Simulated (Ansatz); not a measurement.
Reaction (isomerisation): `C=C[SiH2]BN` → `B[SiH](C)N=C`

Computed with Ansatz on PBE0-D4/def2-TZVP structures; ΔE is electronic, products minus reactants. CBS: MP2 limit from def2 TZ/QZ plus the TZ coupled-cluster correction, frozen cores. DFT in def2-TZVPP. One conformer a species, not always the lowest.

`C=C[SiH2]BN`:

Z-matrix (Å, degrees):
```
Si
C 1 1.868
B 1 2.020 2 112.0
H 1 1.498 2 108.9 3 121.7
H 1 1.493 2 107.3 3 -122.2
C 2 1.330 1 123.9 3 115.7
H 2 1.090 1 118.3 3 -62.8
N 3 1.386 1 120.6 2 119.5
H 3 1.200 1 121.9 2 -60.2
H 6 1.087 2 122.2 1 -178.6
H 6 1.086 2 121.7 1 1.5
H 8 1.007 3 123.3 1 -180.0
H 8 1.007 3 123.3 1 0.5
```

`B[SiH](C)N=C`:

Cartesian coordinates in Å:
```
B 1.520 -1.508 -0.227
Si 0.311 0.092 -0.119
C 0.487 1.008 1.504
N -1.368 -0.374 -0.281
C -2.112 -0.045 -1.239
H 1.142 -2.602 -0.523
H 2.692 -1.373 -0.014
H 0.711 1.004 -1.250
H 1.521 1.324 1.656
H -0.150 1.896 1.511
H 0.192 0.373 2.341
H -3.155 -0.382 -1.276
H -1.789 0.586 -2.084
```

```json
{"species": "`C=C[SiH2]BN`", "PBE0 energy (Eh)": "-449.87349"}
{"species": "`B[SiH](C)N=C`", "PBE0 energy (Eh)": "-449.82222"}
```

**Question.** Work out ΔE.

**Answer.** ΔE = (-449.82222) − (-449.87349) = 0.05127 Eh = +1.40 eV. CCSD(T)/CBS gives +1.35 eV.

Largest T1 diagnostic among the species: 0.013.

In def2-TZVPP, CCSD(T) changes the Hartree–Fock value by +0.19 eV (the triples alone add +0.03 eV) and MP2 by +0.19 eV.
